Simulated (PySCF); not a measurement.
H₄O₃SSi. Atoms are numbered in the order given.

```xyz
9

O     -1.2468     0.3034    -1.2294
Si    -0.2980    -0.2032     0.0244
O     -0.9367    -0.0111     1.5402
O     -0.1067    -1.8314    -0.1847
S      1.4792     0.9908    -0.0517
H     -1.8620    -0.3625    -1.5632
H     -0.9890     0.8938     1.8709
H      0.2335    -2.3278     0.5691
H      1.4445     1.1017    -1.3991
```

Geometry: B3LYP-D3(BJ)/def2-SVP. One conformer was computed; it need not be the lowest.

The numbers are results of PBE/pcSseg-1 (PySCF), not measurements.

GIAO shieldings, no solvent; atoms listed in one row are averaged. δ = σ(ref) − σ: ¹⁷O against H2O (σ = 334.3 ppm); ²⁹Si against TMS (σ = 335.4 ppm); ³³S against H2S (σ = 706.5 ppm); ¹H against TMS (σ = 31.49 ppm), references at their B3LYP-D3(BJ)/def2-TZVP geometries, non-relativistic.

```
nucleus  atoms  count  δ (ppm)
-------  -----  -----  -------
¹⁷O         O3      1     92.7
¹⁷O         O1      1     76.4
¹⁷O         O4      1     73.0
²⁹Si       Si2      1    -30.7
³³S         S5      1     10.6
¹H          H6      1     2.43
¹H          H7      1     2.38
¹H          H8      1     2.26
¹H          H9      1     1.27
```
